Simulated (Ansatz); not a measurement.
Z-matrix (Å, degrees):
```
Mg
Br 1 2.340
H 1 1.686 2 180.0
```

Charge 0, multiplicity 1.

Question: List the CAM-B3LYP/def2-TZVPP orbital energies in eV (Ansatz 0.2.0). (An estimate is asked.)

Answer: The calculation gave: Occupied: -13140.10, -1701.60, -1533.33, -1533.31, -1533.31, -1277.24, -237.69, -178.52, -178.44, -178.44, -87.69, -72.87, -72.85, -72.85, -72.78, -72.78, -53.54, -53.54, -53.37, -22.29, -10.96, -9.61, -9.50, -9.50. Lowest empty: -0.25, 0.19, 0.19, 2.36, 3.55, 3.55, 3.59, 4.26.
